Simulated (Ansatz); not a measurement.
Reaction (redistribution): `OC[SiH2]F` + `CO[SiH2][SeH]` → `CO[SiH2]F` + `OC[SiH2][SeH]`

Program: Ansatz. Geometries: PBE0-D4/def2-TZVP. ΔE: electronic, gas phase. CCSD(T)/CBS adds triple-zeta CCSD(T) − MP2 to the extrapolated MP2 energy (def2 sets, frozen cores). Functionals use def2-TZVPP. B3LYP here is the variant with VWN-RPA as its local correlation; programs differ in this. For Se outer-core shells are correlated without core-valence functions, which leaves a few kJ/mol of doubt a bond. Scalar relativity is left out up to krypton. Each species was taken in one conformer, which may not be the lowest.

```json
{"level": "BLYP-D4", "ΔE (kcal/mol)": "-4.0", "difference from CCSD(T)/CBS": "0.7"}
{"level": "B3LYP-D4", "ΔE (kcal/mol)": "-4.4", "difference from CCSD(T)/CBS": "0.3"}
{"level": "r2SCAN0-D4", "ΔE (kcal/mol)": "-4.5", "difference from CCSD(T)/CBS": "0.2"}
{"level": "BHLYP-D4", "ΔE (kcal/mol)": "-4.8", "difference from CCSD(T)/CBS": "-0.1"}
{"level": "CAM-B3LYP-D4", "ΔE (kcal/mol)": "-4.5", "difference from CCSD(T)/CBS": "0.2"}
{"level": "ωB97X-V", "ΔE (kcal/mol)": "-4.3", "difference from CCSD(T)/CBS": "0.4"}
{"level": "B2PLYP", "ΔE (kcal/mol)": "-4.5", "difference from CCSD(T)/CBS": "0.2"}
{"level": "r2SCAN", "ΔE (kcal/mol)": "-4.0", "difference from CCSD(T)/CBS": "0.7"}
{"level": "r2SCANh", "ΔE (kcal/mol)": "-4.2", "difference from CCSD(T)/CBS": "0.5"}
{"level": "r2SCAN0", "ΔE (kcal/mol)": "-4.5", "difference from CCSD(T)/CBS": "0.2"}
{"level": "LC-ωPBE", "ΔE (kcal/mol)": "-4.4", "difference from CCSD(T)/CBS": "0.3"}
{"level": "HF/def2-SVP", "ΔE (kcal/mol)": "-5.1", "difference from CCSD(T)/CBS": "-0.4"}
{"level": "SCS-MP2/def2-TZVPP", "ΔE (kcal/mol)": "-4.9", "difference from CCSD(T)/CBS": "-0.2"}
{"level": "HF/def2-QZVPP", "ΔE (kcal/mol)": "-5.2", "difference from CCSD(T)/CBS": "-0.5"}
{"level": "MP2/def2-QZVPP", "ΔE (kcal/mol)": "-4.9", "difference from CCSD(T)/CBS": "-0.2"}
{"level": "HF/CBS(def2)", "ΔE (kcal/mol)": "-5.2", "difference from CCSD(T)/CBS": "-0.5"}
{"level": "CCSD(T)/CBS", "ΔE (kcal/mol)": "-4.7", "difference from CCSD(T)/CBS": "0"}
```

Largest T1 diagnostic among the species: 0.011.

Leaving LDA and LC-ωPBE aside and taking each functional with its dispersion term where it has one, the values, not all of them listed here, spread over 1.1 kcal/mol, from BHLYP-D4 to B97M-V. From BLYP to BHLYP (50 % exact exchange), in def2-TZVPP and without D4, ΔE moves by −0.9 kcal/mol.
